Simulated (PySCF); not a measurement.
## Radial density of P(2+) (phosphorus, charge +2)

CAM-B3LYP, [Ne] 3s2 3d1, 2D determinant (an excited configuration). All numbers are calculated (PySCF 2.14, the spin-free X2C one-electron Hamiltonian (Gaussian nucleus), in dyall-av3z (19s12p3d2f, 84 functions)).

```tsv
r (bohr)	4πr²ρ (e/bohr)	4πr²(ρα − ρβ)
0.00175	0.09277	0.0000
0.00294	0.2454	0.0000
0.00494	0.6352	0.0000
0.00831	1.584	-0.0001
0.0140	3.702	-0.0002
0.0235	7.742	-0.0004
0.0396	13.42	-0.0007
0.0665	17.10	-0.0008
0.112	14.11	-0.0007
0.188	10.80	-0.0020
0.317	15.28	-0.0046
0.533	12.18	0.0029
0.896	3.157	0.0514
1.51	1.829	0.2988
2.53	0.7930	0.3636
4.26	0.1169	0.1081
7.17	0.004179	0.0042
```

Densities and radii are taken from the X2C orbitals without a picture-change correction, which distorts them close to the nucleus.

The outer electron is Rydberg-like, and this basis confines it to a smaller radius and binds it less than a complete one would.

Q: Where is the radial spin density 4πr²(ρα − ρβ) most negative, and why is it negative at all?

A: Around r = 0.317 bohr, down to -0.0046 e/bohr: exchange with the open shell polarises the paired shells in an unrestricted calculation.
